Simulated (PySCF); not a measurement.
# Ionisation energy of Er⁵⁶⁺ by level of theory

Er⁵⁶⁺ [Ne] 3s2 (1S) → Er⁵⁷⁺ [Ne] 3s1 (2S), as a difference of total energies. Calculation: PySCF 2.14, in an even-tempered Gaussian basis (17 s from 15 bohr⁻², ratio 2.5; 12 p from 19 bohr⁻², ratio 2.5; 4 d from 69 bohr⁻², ratio 2.7; 4 f from 100 bohr⁻², ratio 2.7); the spin-free X2C one-electron Hamiltonian (Gaussian nucleus). Correlated levels: outer shells: 1s2 frozen; virtual orbitals above 40 to 60 times the deepest correlated orbital energy dropped. The calculations carry no spin-orbit coupling.

```tsv
method	ionisation energy (eV)
UHF	5697.6
LDA	5702.5
PBE	5706.3
PBE0	5704.4
r2SCAN	5697.2
r2SCANh	5697.4
BHandHLYP	5702.3
MP2 (outer shells)	5701.1
SCS-MP2 (outer shells)	5701.5
```

Problem. How much does correlation contribute at MP2 (outer shells)?

Solution. 5701.1 − (5697.6) = 3.5 eV, measured against UHF.

Breit and QED terms and the two-electron picture change are absent.

For comparison: 5695 ± 5 eV (theoretical estimate listed by NIST; NIST Atomic Spectra Database, ionization energies).
